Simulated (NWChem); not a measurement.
C$_{3}$H$_{2}$F$_{2}$; SMILES C#CC(F)F

All runs: NWChem. Pople sets run with spherical d functions. Geometry: optimised at PBE0/def2-SVP. Level B3LYP/6-31G*: energy and gradient on several grids; changes count from the extra-fine grid, which is no exact limit either.

```
grid     size of the energy change (μHa)  largest change of a gradient component (μHa/bohr)
-------  -------------------------------  -------------------------------------------------
xcoarse                             8000                                               2000
coarse                                30                                                200
medium                              < 10                                               < 30
fine                                < 10                                               < 30
xfine                               < 10                                               < 30
```
